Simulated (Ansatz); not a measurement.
Ansatz (a quantum-chemistry and plane-wave program) input for Pb(Cl)(SH) (ClHPbS), SMILES [SH][Pb][Cl] (connectivity only; charge and spin as stated), neutral, multiplicity 1, PBE-D3(BJ)/def2-TZVP. 

Ansatz 0.2 input:
```yaml
crystal:
  periodic: [false, false, false]
  atoms:
    - {symbol: Pb, position_ang: [0.47130331, 0.01189212, -0.00000000]}
    - {symbol: Cl, position_ang: [-1.14799070, 1.89546494, 0.00000000]}
    - {symbol: S, position_ang: [-1.17821582, -1.89526851, -0.00000000]}
    - {symbol: H, position_ang: [-0.27957622, -2.87376170, 0.00000000]}
basis:
  gaussian:
    orbitals: def2-TZVP
hamiltonian:
  xc: pbe
  dispersion: d3bj
relax: {f_tol: 0.002, max_steps: 200}
```

Program output:

```
WARN ansatz: RAYON_NUM_THREADS=1 ignored (pool sized by the plan → 1); use --threads N
Functional definition: PBE
integrals: 0.06 GiB planned
943 factors; their error is unknown
mean field: 0.37 GiB planned
mean field evaluation 1: about -28614.2770 eV, gradient 3.1e1 eV
mean field evaluation 2: about -28583.6390 eV, gradient 9.5e1 eV
mean field evaluation 4: about -28617.1306 eV, gradient 8.0e0 eV
mean field evaluation 8: about -28617.2985 eV, gradient 5.0e-2 eV
mean field evaluation 16: about -28617.2916 eV, gradient 5.8e-5 eV
mean field -28617.29158753 eV, -1051.6660683450 hartree, gradient 5.8e-5 eV, S^2 0.000000; 0 other end points of the search recorded, 0 dependent functions left out
the calculation of the forces begins
reference -28617.29162585 eV, -1051.6660697530 hartree; 28, 28 occupied and 102, 102 virtual orbitals, 943 factors
relax step   1: F+E_penalty+E_count = -28617.40001297 eV  Δ(F+E_penalty+E_count) = +0.000e0 eV  max|allowed force component| = 8.771e-1 eV/Å  Δτ_max = 0.0000 Å  (29 SCF iters, accepted)
these checks for a lower state are left out or cut short: starts, cluster_reference, orbital_swaps, neighbouring_geometries, increment
integrals: 0.06 GiB planned
943 factors; their error is unknown
mean field: 0.37 GiB planned
mean field -28617.25826833 eV, -1051.6648438869 hartree, gradient 1.3e-5 eV, S^2 0.000000; 0 other end points of the search recorded, 0 dependent functions left out
the calculation of the forces begins
reference -28617.25830665 eV, -1051.6648452950 hartree; 28, 28 occupied and 102, 102 virtual orbitals, 943 factors
relax step   2: F+E_penalty+E_count = -28617.36906714 eV  Δ(F+E_penalty+E_count) = +3.095e-2 eV  max|allowed force component| = 8.753e-1 eV/Å  Δτ_max = 0.1925 Å  (30 SCF iters, rejected (line search))
these checks for a lower state are left out or cut short: starts, cluster_reference, orbital_swaps, neighbouring_geometries, increment
integrals: 0.06 GiB planned
943 factors; their error is unknown
mean field: 0.37 GiB planned
mean field evaluation 32: about -28617.3143 eV, gradient 2.6e-5 eV
mean field -28617.31427517 eV, -1051.6669021000 hartree, gradient 2.6e-5 eV, S^2 0.000000; 0 other end points of the search recorded, 0 dependent functions left out
the calculation of the forces begins
reference -28617.31431342 eV, -1051.6669035059 hartree; 28, 28 occupied and 102, 102 virtual orbitals, 943 factors
relax step   3: F+E_penalty+E_count = -28617.42358721 eV  Δ(F+E_penalty+E_count) = -2.357e-2 eV  max|allowed force component| = 2.026e-1 eV/Å  Δτ_max = 0.0939 Å  (30 SCF iters, accepted)
these checks for a lower state are left out or cut short: starts, cluster_reference, orbital_swaps, neighbouring_geometries, increment
integrals: 0.06 GiB planned
943 factors; their error is unknown
mean field: 0.37 GiB planned
mean field -28617.31730534 eV, -1051.6670134569 hartree, gradient 2.1e-5 eV, S^2 0.000000; 0 other end points of the search recorded, 0 dependent functions left out
the calculation of the forces begins
reference -28617.31734361 eV, -1051.6670148633 hartree; 28, 28 occupied and 102, 102 virtual orbitals, 943 factors
relax step   4: F+E_penalty+E_count = -28617.42690492 eV  Δ(F+E_penalty+E_count) = -3.318e-3 eV  max|allowed force component| = 1.240e-1 eV/Å  Δτ_max = 0.0287 Å  (31 SCF iters, accepted)
these checks for a lower state are left out or cut short: starts, cluster_reference, orbital_swaps, neighbouring_geometries, increment
integrals: 0.06 GiB planned
943 factors; their error is unknown
mean field: 0.37 GiB planned
mean field -28617.31765734 eV, -1051.6670263926 hartree, gradient 2.0e-5 eV, S^2 0.000000; 0 other end points of the search recorded, 0 dependent functions left out
the calculation of the forces begins
reference -28617.31769561 eV, -1051.6670277991 hartree; 28, 28 occupied and 102, 102 virtual orbitals, 943 factors
relax step   5: F+E_penalty+E_count = -28617.42727443 eV  Δ(F+E_penalty+E_count) = -3.695e-4 eV  max|allowed force component| = 1.232e-1 eV/Å  Δτ_max = 0.0175 Å  (32 SCF iters, accepted)
these checks for a lower state are left out or cut short: starts, cluster_reference, orbital_swaps, neighbouring_geometries, increment
integrals: 0.06 GiB planned
943 factors; their error is unknown
mean field: 0.37 GiB planned
mean field -28617.31821166 eV, -1051.6670467635 hartree, gradient 2.1e-5 eV, S^2 0.000000; 0 other end points of the search recorded, 0 dependent functions left out
the calculation of the forces begins
reference -28617.31824993 eV, -1051.6670481700 hartree; 28, 28 occupied and 102, 102 virtual orbitals, 943 factors
relax step   6: F+E_penalty+E_count = -28617.42811349 eV  Δ(F+E_penalty+E_count) = -8.391e-4 eV  max|allowed force component| = 2.119e-2 eV/Å  Δτ_max = 0.0154 Å  (31 SCF iters, accepted)
these checks for a lower state are left out or cut short: starts, cluster_reference, orbital_swaps, neighbouring_geometries, increment
integrals: 0.06 GiB planned
943 factors; their error is unknown
mean field: 0.37 GiB planned
mean field evaluation 64: about -28617.3183 eV, gradient 1.1e-5 eV
mean field -28617.31829314 eV, -1051.6670497578 hartree, gradient 1.1e-5 eV, S^2 0.000000; 0 other end points of the search recorded, 0 dependent functions left out
the calculation of the forces begins
reference -28617.31833141 eV, -1051.6670511643 hartree; 28, 28 occupied and 102, 102 virtual orbitals, 943 factors
relax step   7: F+E_penalty+E_count = -28617.42814144 eV  Δ(F+E_penalty+E_count) = -2.795e-5 eV  max|allowed force component| = 5.142e-4 eV/Å  Δτ_max = 0.0026 Å  (24 SCF iters, accepted)
integrals: 0.06 GiB planned
943 factors; their error is unknown
mean field: 0.37 GiB planned
mean field -28617.31829314 eV, -1051.6670497578 hartree, gradient 1.1e-5 eV, S^2 0.000000; 1 other end points of the search recorded, 0 dependent functions left out
the calculation of the forces begins
reference -28617.31833141 eV, -1051.6670511643 hartree; 28, 28 occupied and 102, 102 virtual orbitals, 943 factors
Total energy: -28617.42817972 eV, -1051.6710880151 hartree
Atom 0 at     0.507431    -0.005711    -0.000000 Å, force    -0.000421    -0.000514    -0.000000 eV/Å
Atom 1 at    -1.159270     1.838005     0.000000 Å, force     0.000034     0.000246     0.000000 eV/Å
Atom 2 at    -1.222063    -1.868467    -0.000000 Å, force     0.000272     0.000156     0.000000 eV/Å
Atom 3 at    -0.260577    -2.825501     0.000000 Å, force     0.000114     0.000111     0.000000 eV/Å
Dipole moment:     0.869341    -0.325513    -0.000000 e Å
```

Self-consistency was reached.

Cost: about 18 core-seconds (a rough figure).
